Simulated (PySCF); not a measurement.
Ir²⁺ (iridium, charge +2) across methods

[Xe] 4f14 5d6 6p1, one real determinant (an excited configuration). Calculation: PySCF 2.14, in aug-cc-pwCVDZ-PP with ECP60MDF; scalar relativity through the core potential.

```tsv
method	E (hartree)	mean ε 5d α (eV)	mean ε 5d β (eV)	mean ε 6p α (eV)	Σ⟨r²⟩ (bohr²)	⟨S²⟩
UHF	-102.44583	-36.127	-32.190	-18.954	39.18	8.753
r2SCANh	-103.1187	-30.681	-27.539	-17.082	38.65	8.752
wB97X	-103.0835	-33.596	-30.973	-18.940	38.74	8.751
LDA	-102.8686	-29.517	-26.779	-16.867	38.89	8.750
PBE	-103.1129	-29.446	-26.776	-16.700	38.78	8.751
BLYP	-103.0642	-29.151	-26.767	-16.498	38.85	8.751
PBE0	-103.0859	-31.323	-28.411	-17.372	38.77	8.751
r2SCAN	-103.1367	-29.986	-26.894	-16.823	38.64	8.751
```

Problem. Estimate the same row for BHandHLYP.

Solution. E (hartree) = -102.9808; mean ε 5d α (eV) = -32.919; mean ε 5d β (eV) = -30.010; mean ε 6p α (eV) = -17.811; Σ⟨r²⟩ (bohr²) = 38.88; ⟨S²⟩ = 8.751.

⟨L²⟩ = 8.03 against 12 for a pure F term, so this real determinant mixes terms. Energies and moments cover only the electrons outside the core potential. Spin-orbit coupling, absent here, splits the open shell strongly.
